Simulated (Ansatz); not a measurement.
Total energies of BFH₆O₂Si₂ (`FB(O[SiH3])O[SiH3]`).

Cartesian coordinates in Å:
```
F -0.938 -0.732 0.720
B -0.032 -0.025 0.023
O 1.098 -0.627 -0.398
Si 1.684 -2.166 -0.241
O -0.268 1.275 -0.245
Si -1.520 2.294 0.116
H 2.998 -2.188 -0.922
H 0.759 -3.131 -0.885
H 1.845 -2.507 1.194
H -1.676 2.409 1.587
H -1.173 3.611 -0.465
H -2.779 1.787 -0.485
```

The species carries charge 0 and has multiplicity 1. The geometry is a stationary point of PBE0-D4/def2-TZVP. It is one conformer, not always the lowest. Basis def2-TZVPP, Ansatz 0.2.0.

RPA on PBE orbitals: Hartree–Fock energy of these orbitals -855.53917 Eh, correlation -1.71901 Eh (frozen core).

```csv
functional,energy without D4 (Eh),D4 term (kJ/mol)
LDA (SPW92),-853.76432,–
BLYP,-858.05677,-53.4
r2SCAN,-857.92994,-6.2
B97M-V,-857.89754,–
PBE0,-857.57015,-20.7
B3LYP,-858.16931,-39.2
r2SCANh,-857.91302,-6.6
r2SCAN0,-857.88910,-7.3
HSE06 (plane-wave form),-857.54423,-19.3
BHLYP,-858.00865,-29.9
ωB97X-V,-857.93410,–
ωB97M-V,-857.98897,–
B2PLYP,-857.70466,–
PBE-QIDH,-857.37442,–
```

Task: Give the same for PBE, revPBE, CAM-B3LYP, LC-ωPBE. (Estimate.)

Result: The calculation gave: 
```tsv
functional	energy without D4 (Eh)	D4 term (kJ/mol)
PBE	-857.49819	-24.4
revPBE	-857.88022	-73.7
CAM-B3LYP	-858.05081	-21.1
LC-ωPBE	-857.76775	–
```

B3LYP takes the VWN-RPA correlation (the form of Gaussian; ORCA's B3LYP/G). HSE06 is the plane-wave form, built on full-range PBE exchange. The double hybrids freeze the cores in their second-order part.

LC-ωPBE has ω = 0.4 bohr⁻¹.
